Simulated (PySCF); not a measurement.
C4H10BN, SMILES CC1CB(N)C1.

Geometry: B3LYP-D3(BJ)/def2-SVP. This is a generated structure with no PubChem entry under its InChIKey; it may be hypothetical. One conformer was computed; it need not be the lowest.

Two levels are set side by side: PBE/def2-TZVP (PySCF) and ωB97X/def2-TZVP (PySCF). Same geometry, gas phase. Differences are taken from unrounded values.

```tsv
quantity	PBE
orbital gap (eV)	6.29
highest occupied level (eV)	-6.38
lowest empty level (eV)	-0.09
dipole moment (D)	1.70
mean polarisability (bohr³)	72.3
```

Task: These are the PBE values. What does ωB97X give? (An estimate is asked for; the answer gives what the named calculation found.)

Result: 
```tsv
quantity	ωB97X	PBE minus ωB97X
orbital gap (eV)	13.05	-6.76
highest occupied level (eV)	-10.19	3.81
lowest empty level (eV)	2.86	-2.95
dipole moment (D)	1.64	0.05
mean polarisability (bohr³)	68.3	4.0
```

Without exact exchange PBE keeps part of each electron's self-repulsion, which lifts occupied levels and narrows the gap. PBE's more diffuse valence density responds more strongly to a field. Differences between two approximate levels are no errors against the true value.

Rough cost on one machine, each run with all the roots and properties that it gave: ωB97X against PBE within a factor of 2.
